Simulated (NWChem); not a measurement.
cyclohexane (C6H12); SMILES C1CCCCC1

```xyz
18

C     -1.4357     0.3039    -0.2298
C     -0.4546     1.3950     0.2294
C      0.9811     1.0910    -0.2295
C      1.4357    -0.3039     0.2298
C      0.4546    -1.3950    -0.2294
C     -0.9811    -1.0910     0.2295
H     -1.5023     0.3177    -1.3281
H     -2.4448     0.5174     0.1460
H     -0.7742     2.3759    -0.1456
H     -0.4757     1.4587     1.3278
H      1.0263     1.1411    -1.3279
H      1.6704     1.8585     0.1458
H      2.4448    -0.5174    -0.1460
H      1.5023    -0.3177     1.3281
H      0.7742    -2.3759     0.1456
H      0.4757    -1.4587    -1.3278
H     -1.0263    -1.1411     1.3279
H     -1.6704    -1.8585    -0.1458
```
Atoms are numbered in this order, from 1.

Level: B3LYP/6-31G* (spherical d) (NWChem), optimised geometry, unscaled harmonic frequencies. 

```json
[
 {"frequency (cm⁻¹)": "233", "IR intensity (km/mol)": "0.0"},
 {"frequency (cm⁻¹)": "233", "IR intensity (km/mol)": "0.0"},
 {"frequency (cm⁻¹)": "380", "IR intensity (km/mol)": "0.0"},
 {"frequency (cm⁻¹)": "432", "IR intensity (km/mol)": "0.0"},
 {"frequency (cm⁻¹)": "432", "IR intensity (km/mol)": "0.0"},
 {"frequency (cm⁻¹)": "524", "IR intensity (km/mol)": "0.5"},
 {"frequency (cm⁻¹)": "802", "IR intensity (km/mol)": "0.0"},
 {"frequency (cm⁻¹)": "802", "IR intensity (km/mol)": "0.0"},
 {"frequency (cm⁻¹)": "809", "IR intensity (km/mol)": "0.0"},
 {"frequency (cm⁻¹)": "872", "IR intensity (km/mol)": "1.1"},
 {"frequency (cm⁻¹)": "872", "IR intensity (km/mol)": "1.1"},
 {"frequency (cm⁻¹)": "927", "IR intensity (km/mol)": "2.1"},
 {"frequency (cm⁻¹)": "928", "IR intensity (km/mol)": "2.1"},
 {"frequency (cm⁻¹)": "1043", "IR intensity (km/mol)": "0.0"},
 {"frequency (cm⁻¹)": "1043", "IR intensity (km/mol)": "0.0"},
 {"frequency (cm⁻¹)": "1051", "IR intensity (km/mol)": "1.5"},
 {"frequency (cm⁻¹)": "1084", "IR intensity (km/mol)": "0.0"},
 {"frequency (cm⁻¹)": "1106", "IR intensity (km/mol)": "0.0"},
 {"frequency (cm⁻¹)": "1140", "IR intensity (km/mol)": "0.0"},
 {"frequency (cm⁻¹)": "1196", "IR intensity (km/mol)": "0.0"},
 {"frequency (cm⁻¹)": "1301", "IR intensity (km/mol)": "3.0"},
 {"frequency (cm⁻¹)": "1301", "IR intensity (km/mol)": "3.0"},
 {"frequency (cm⁻¹)": "1306", "IR intensity (km/mol)": "0.0"},
 {"frequency (cm⁻¹)": "1306", "IR intensity (km/mol)": "0.0"},
 {"frequency (cm⁻¹)": "1365", "IR intensity (km/mol)": "0.0"},
 {"frequency (cm⁻¹)": "1395", "IR intensity (km/mol)": "0.0"},
 {"frequency (cm⁻¹)": "1400", "IR intensity (km/mol)": "0.0"},
 {"frequency (cm⁻¹)": "1401", "IR intensity (km/mol)": "0.0"},
 {"frequency (cm⁻¹)": "1405", "IR intensity (km/mol)": "3.1"},
 {"frequency (cm⁻¹)": "1405", "IR intensity (km/mol)": "3.1"},
 {"frequency (cm⁻¹)": "1513", "IR intensity (km/mol)": "0.0"},
 {"frequency (cm⁻¹)": "1513", "IR intensity (km/mol)": "0.0"},
 {"frequency (cm⁻¹)": "1520", "IR intensity (km/mol)": "2.6"},
 {"frequency (cm⁻¹)": "1520", "IR intensity (km/mol)": "2.6"},
 {"frequency (cm⁻¹)": "1523", "IR intensity (km/mol)": "11.4"},
 {"frequency (cm⁻¹)": "1540", "IR intensity (km/mol)": "0.0"},
 {"frequency (cm⁻¹)": "3016", "IR intensity (km/mol)": "29.6"},
 {"frequency (cm⁻¹)": "3017", "IR intensity (km/mol)": "29.9"},
 {"frequency (cm⁻¹)": "3019", "IR intensity (km/mol)": "0.0"},
 {"frequency (cm⁻¹)": "3022", "IR intensity (km/mol)": "0.0"},
 {"frequency (cm⁻¹)": "3022", "IR intensity (km/mol)": "0.0"},
 {"frequency (cm⁻¹)": "3026", "IR intensity (km/mol)": "68.4"},
 {"frequency (cm⁻¹)": "3066", "IR intensity (km/mol)": "121.2"},
 {"frequency (cm⁻¹)": "3066", "IR intensity (km/mol)": "121.5"},
 {"frequency (cm⁻¹)": "3069", "IR intensity (km/mol)": "0.0"},
 {"frequency (cm⁻¹)": "3069", "IR intensity (km/mol)": "0.0"},
 {"frequency (cm⁻¹)": "3069", "IR intensity (km/mol)": "0.0"},
 {"frequency (cm⁻¹)": "3077", "IR intensity (km/mol)": "155.6"}
]
```

- zero-point energy = 107.4 kcal/mol
- thermal correction to the enthalpy at 298.15 K (with zero-point energy) = 111.6 kcal/mol
- heat capacity Cv = 22.6 cal/(mol K)
- entropy at 298.15 K and 1 atm (symmetry number 6) = 71.0 cal/(mol K)
- dipole moment = 0.00 D

Rigid rotor and harmonic oscillator.
